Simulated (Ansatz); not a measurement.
## Molecular dynamics of ZnH20Cl2O10

The input (input.yaml):

```yaml
accuracy: low
crystal:
  lattice:
    - [6.906233, 0.0, 0.0]
    - [0.0, 6.906233, 0.0]
    - [0.0, 0.0, 6.906233]
  atoms:
    - { symbol: O, position: [0.37054201, 0.30126863, 0.32901329] }
    - { symbol: H, position: [0.4865939, 0.24565342, 0.41303417] }
    - { symbol: H, position: [0.37946764, 0.32279137, 0.18521402] }
    - { symbol: O, position: [0.8756425, 0.87077179, 0.42819451] }
    - { symbol: H, position: [0.74789319, 0.91365816, 0.38730104] }
    - { symbol: H, position: [0.94718241, 0.98915469, 0.48447639] }
    - { symbol: O, position: [1.11165041, 0.13165992, 0.55291377] }
    - { symbol: H, position: [1.17842126, 0.18422753, 0.43933007] }
    - { symbol: H, position: [1.09394175, 0.23543812, 0.6484561] }
    - { symbol: O, position: [0.8070147, 0.19466801, 1.01670966] }
    - { symbol: H, position: [0.90177653, 0.26342118, 0.93519085] }
    - { symbol: H, position: [0.82187907, 0.05538206, 0.97885333] }
    - { symbol: O, position: [0.50126787, 0.90052239, 0.23749934] }
    - { symbol: H, position: [0.41342789, 1.00991013, 0.24197163] }
    - { symbol: H, position: [0.50796764, 0.87954395, 0.09176381] }
    - { symbol: O, position: [0.97002544, 0.78743282, 0.98426762] }
    - { symbol: H, position: [1.04798846, 0.69763939, 0.90124832] }
    - { symbol: H, position: [0.82842323, 0.73746379, 0.9387532] }
    - { symbol: O, position: [0.24608356, 0.64415567, 0.36663738] }
    - { symbol: H, position: [0.33848812, 0.73099353, 0.29474535] }
    - { symbol: H, position: [0.29545461, 0.50998637, 0.36107874] }
    - { symbol: O, position: [0.77724868, 0.49285368, 0.26845905] }
    - { symbol: H, position: [0.68110959, 0.52055274, 0.17075944] }
    - { symbol: H, position: [0.8000396, 0.35578896, 0.23945357] }
    - { symbol: O, position: [0.39246876, 0.94898292, 0.77511147] }
    - { symbol: H, position: [0.2653007, 0.97329056, 0.70251114] }
    - { symbol: H, position: [0.43397099, 0.80982196, 0.78624576] }
    - { symbol: O, position: [0.58265501, 0.1962543, 0.58188322] }
    - { symbol: H, position: [0.50603104, 0.10367689, 0.67751843] }
    - { symbol: H, position: [0.61644783, 0.31758922, 0.66674624] }
    - { symbol: Zn, position: [0.00199592, 0.67259393, 0.25549934] }
    - { symbol: Cl, position: [0.61071724, 0.6039614, 0.88127311] }
    - { symbol: Cl, position: [0.1697697, 0.39297152, 0.90074534] }
basis:
  ecutwfc: 420.0
kpoints:
  mp_grid: { grid: [1, 1, 1] }
hamiltonian:
  xc: pbe
scf:
  occupations: { method: fermi_dirac, width: 0.05 }
  lower_state_search: "off"
  max_iter: 65
md:
  timestep: 0.5
  n_steps: 200
  ensemble: nvt_nose_hoover
  temperature: 250.0
  initial_velocities: zero
  seed: 294128
  nose_hoover: { tau: 100.0, chain_length: 1 }
```

Launched with:

```bash
$ ansatz run input.yaml --threads 1 --pin off --max-ram 3072MiB --backend cpu --events-out ev --progress --plain --runs-dir out
```

It goes on from the last frame of an earlier run, with new velocities.

Output, in part (step lines):

```
md step     0: t =     0.00 fs  T =     0.0 K  F+E_penalty+E_count = -11476.23832286 eV  E_kin = 0.000000 eV  conserved = -11476.23832286 eV  (9 SCF iters)
md step     1: t =     0.50 fs  T =     7.0 K  F+E_penalty+E_count = -11476.26782860 eV  E_kin = 0.028983 eV  conserved = -11476.23884575 eV  (6 SCF iters)
md step     2: t =     1.00 fs  T =    26.1 K  F+E_penalty+E_count = -11476.34809725 eV  E_kin = 0.107812 eV  conserved = -11476.24029119 eV  (7 SCF iters)
md step     3: t =     1.50 fs  T =    51.8 K  F+E_penalty+E_count = -11476.45642238 eV  E_kin = 0.214144 eV  conserved = -11476.24230382 eV  (7 SCF iters)
md step     4: t =     2.00 fs  T =    76.7 K  F+E_penalty+E_count = -11476.56151553 eV  E_kin = 0.317257 eV  conserved = -11476.24432629 eV  (8 SCF iters)
md step     5: t =     2.50 fs  T =    93.6 K  F+E_penalty+E_count = -11476.63263226 eV  E_kin = 0.387119 eV  conserved = -11476.24564948 eV  (4 SCF iters)
md step     6: t =     3.00 fs  T =    98.0 K  F+E_penalty+E_count = -11476.65081969 eV  E_kin = 0.405462 eV  conserved = -11476.24558267 eV  (4 SCF iters)
md step     7: t =     3.50 fs  T =    90.8 K  F+E_penalty+E_count = -11476.61922355 eV  E_kin = 0.375679 eV  conserved = -11476.24386853 eV  (3 SCF iters)
[... lines left out ...]
```

The steps, from the saved trajectory:

```tsv
time (fs)	T (K)	potential energy less start (eV)	conserved less start (meV/atom)
0.0	0	0.000	0.00
3.0	98	-0.412	-0.22
6.0	115	-0.481	-0.15
9.0	127	-0.524	-0.08
12.0	156	-0.646	-0.19
15.0	149	-0.612	-0.13
18.0	107	-0.435	-0.05
21.0	149	-0.611	-0.19
24.0	119	-0.478	-0.05
27.0	148	-0.595	-0.12
30.0	154	-0.614	-0.15
33.0	137	-0.533	-0.04
36.0	175	-0.689	-0.12
39.0	187	-0.728	-0.12
42.0	172	-0.654	-0.05
45.0	194	-0.740	-0.15
48.0	164	-0.608	-0.11
51.0	147	-0.529	-0.07
54.0	186	-0.683	-0.16
57.0	176	-0.631	-0.10
60.0	170	-0.594	-0.10
63.0	194	-0.685	-0.18
66.0	161	-0.533	-0.05
69.0	208	-0.717	-0.16
72.0	208	-0.705	-0.15
75.0	179	-0.566	-0.06
78.0	189	-0.597	-0.15
81.0	156	-0.446	-0.08
84.0	153	-0.421	-0.06
87.0	200	-0.607	-0.14
90.0	182	-0.510	-0.02
93.0	212	-0.621	-0.10
96.0	197	-0.541	-0.08
99.0	185	-0.473	-0.04
```

The run went to its last step. The conserved energy stayed within 0.22 meV per atom of its start (net change -0.046 meV per atom), so the integration is sound. The mean temperature of the second half is 27 % below the set value. A run of 0.1 ps of so small a system gives no equilibrium averages. Limits of this set-up: coarse k mesh, low accuracy level.

Mean squared displacements from the first frame to the last, about the centre of mass: O 0.16 Å², H 0.18 Å², Zn 0.04 Å², Cl 0.01 Å².

Last frame:

```xyz
33
Lattice="6.9062 0.0000 0.0000 0.0000 6.9062 0.0000 0.0000 0.0000 6.9062" Properties=species:S:1:pos:R:3
O 2.647 1.809 1.975
H 3.486 2.016 2.478
H 2.667 2.229 1.081
O 5.668 5.990 2.826
H 4.768 6.226 2.416
H 6.129 6.820 3.172
O 7.456 0.913 3.772
H 7.995 1.318 3.064
H 7.242 1.653 4.399
O 5.987 0.859 7.387
H 6.433 1.389 6.682
H 6.329 -0.054 7.153
O 3.369 6.111 1.511
H 2.930 7.013 1.441
H 3.524 5.755 0.622
O 6.881 5.371 6.812
H 7.469 4.577 6.521
H 6.049 5.119 6.385
O 1.665 4.586 2.658
H 2.268 5.206 2.116
H 2.051 3.657 2.747
O 5.532 3.156 1.676
H 4.938 3.364 0.898
H 5.734 2.164 1.533
O 2.645 6.780 5.453
H 1.935 7.004 4.876
H 2.792 5.843 5.285
O 4.481 1.730 4.055
H 3.906 1.140 4.576
H 4.517 2.442 4.644
Zn -0.152 4.691 1.840
Cl 4.312 4.220 6.081
Cl 1.115 2.791 6.172
```

Run time: 6.2 min on 1 thread of Arm Neoverse V1, with other jobs on the host, peak memory 0.41 GiB.
